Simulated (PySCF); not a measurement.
# Spin-rotation constants: `COB(O)CB(Cl)Cl`, C2H6B2Cl2O2

Geometry:
```
atom   x (Å)   y (Å)   z (Å)
  C1  -2.481   0.485   0.000
  O2  -1.246   0.130   0.593
  B3  -0.174  -0.256  -0.110
  O4  -0.210  -0.346  -1.461
  C5   1.159  -0.629   0.751
  B6   2.382   0.215   0.265
 Cl7   3.010   1.541   1.155
 Cl8   3.089  -0.111  -1.288
  H9  -2.513   1.567  -0.145
 H10  -2.610  -0.009  -0.963
 H11  -3.274   0.186   0.686
 H12   0.605  -0.595  -1.897
 H13   1.325  -1.695   0.586
 H14   0.936  -0.484   1.805
```

Theory: PySCF 2.14.0, GIAO KT3/pcSseg-1 magnetisability, rotational g tensor and spin-rotation constants, non-relativistic, gas phase. Geometry: GFN2-xTB.

**Question.** Give the nuclear spin-rotation constants along the inertial axes (H = +C I·J) beside the isotropic shieldings.

**Answer.** Rotational constants 2.1136, 0.7646, 0.6119 GHz. A star marks the isotopologue with that one atom substituted, in its own axes.
| atom | isotope | Caa (kHz) | Cbb (kHz) | Ccc (kHz) | mean (kHz) | σ (ppm) |
| --- | --- | --- | --- | --- | --- | --- |
| B3 | 11B | 0.559 | 0.191 | 0.133 | 0.294 | 78.1 |
| B6 | 11B | 0.577 | 0.315 | 0.144 | 0.345 | 45.1 |
| Cl7 | 35Cl | 0.614 | 0.254 | 0.134 | 0.334 | 675.9 |
| Cl8 | 35Cl | 0.638 | 0.212 | 0.138 | 0.329 | 695.8 |
| H9 | 1H | -0.216 | -0.058 | 0.018 | -0.086 | 28.0 |
| H10 | 1H | -0.193 | 0.041 | -0.061 | -0.071 | 27.3 |
| H11 | 1H | -0.044 | -0.048 | -0.041 | -0.044 | 28.0 |
| H12 | 1H | -0.021 | -0.029 | -0.075 | -0.042 | 26.6 |
| H13 | 1H | -0.233 | -0.052 | -0.015 | -0.100 | 30.5 |
| H14 | 1H | -0.227 | 0.008 | -0.058 | -0.092 | 30.2 |
| C1 | 13C* | 0.341 | 0.177 | 0.120 | 0.213 | 131.4 |
| O2 | 17O* | -0.353 | -0.113 | -0.067 | -0.178 | 225.2 |
| O4 | 17O* | -0.450 | -0.135 | -0.059 | -0.215 | 200.1 |
| C5 | 13C* | 0.315 | 0.148 | 0.087 | 0.183 | 156.8 |

For the geometry as given, no vibrational averaging.

**Question.** How do the rotational constants and the g tensor change when H9, H10, H11, H12, H13, H14 are replaced by deuterium?

**Answer.** Constants 1.9729, 0.7037, 0.5731 GHz; g -0.0150, -0.0080, -0.0036, against -0.0160, -0.0087, -0.0037 before.
